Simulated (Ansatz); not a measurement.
Reaction (redistribution): `[F][Hf]([Cl])([Cl])[Cl]` + `O[Si](O)([SiH3])Br` → `[OH][Hf]([F])([Cl])[Cl]` + `O[Si]([SiH3])(Cl)Br`

Program: Ansatz. Geometries: PBE0-D4/def2-TZVP. ΔE: electronic, gas phase. CBS: MP2 limit from def2 TZ/QZ plus the TZ coupled-cluster correction, frozen cores. DFT in def2-TZVPP. def2 core potentials past Kr. For Br, Hf outer-core shells are correlated without core-valence functions, which leaves a few kJ/mol of doubt a bond. Scalar relativity is left out up to krypton. Each species was taken in one conformer, which may not be the lowest.

`[F][Hf]([Cl])([Cl])[Cl]`:

Z-matrix (Å, degrees):
```
Hf
F 1 1.881
Cl 1 2.324 2 108.9
Cl 1 2.324 2 108.9 3 120.0
Cl 1 2.324 2 108.9 3 -120.0
```

`O[Si](O)([SiH3])Br`:

Cartesian coordinates in Å:
```
O -0.128 1.463 1.294
Si -0.541 0.306 0.227
O -1.323 1.006 -1.031
Si 1.397 -0.857 -0.344
Br -1.986 -1.152 1.140
H -0.805 2.078 1.586
H -2.015 0.498 -1.459
H 1.032 -1.917 -1.321
H 1.979 -1.484 0.870
H 2.390 0.059 -0.963
```

`[OH][Hf]([F])([Cl])[Cl]`:

Cartesian coordinates in Å:
```
O -1.200 -0.077 0.841
Hf 0.310 0.073 -0.282
F -0.056 1.350 -1.632
Cl 0.758 -1.995 -1.290
Cl 2.159 0.791 0.966
H -1.971 -0.141 1.397
```

`O[Si]([SiH3])(Cl)Br`:

Cartesian coordinates in Å:
```
O 1.413 -1.332 0.136
Si 0.134 -0.590 -0.545
Si -0.554 1.165 0.824
Cl -1.397 -1.933 -0.826
Br 0.682 0.173 -2.562
H 1.826 -2.065 -0.326
H -1.723 1.812 0.179
H -0.938 0.631 2.156
H 0.557 2.139 0.963
```

CCSD(T)/CBS gives +25.0 kJ/mol.

Q: Another level gave +19.9 kJ/mol. Which?
A. revPBE-D4/def2-TZVPP
B. MP2/def2-TZVPP
C. HF/def2-TZVPP
D. BHLYP/def2-TZVPP

A: A. revPBE-D4 19.9, MP2/def2-TZVPP 24.5, BHLYP 29.1, HF/def2-TZVPP 33.4 kJ/mol.

Largest T1 diagnostic among the species: 0.015.

In def2-TZVPP, CCSD(T) changes the Hartree–Fock value by −6.4 kJ/mol (the triples alone add +0.3 kJ/mol) and MP2 by −9.0 kJ/mol. At CCSD(T), def2-SVP lies −15.2 kJ/mol from the extrapolated value and def2-TZVPP +2.0 kJ/mol. From BLYP to BHLYP (50 % exact exchange), in def2-TZVPP and without D4, ΔE moves by +4.6 kJ/mol.
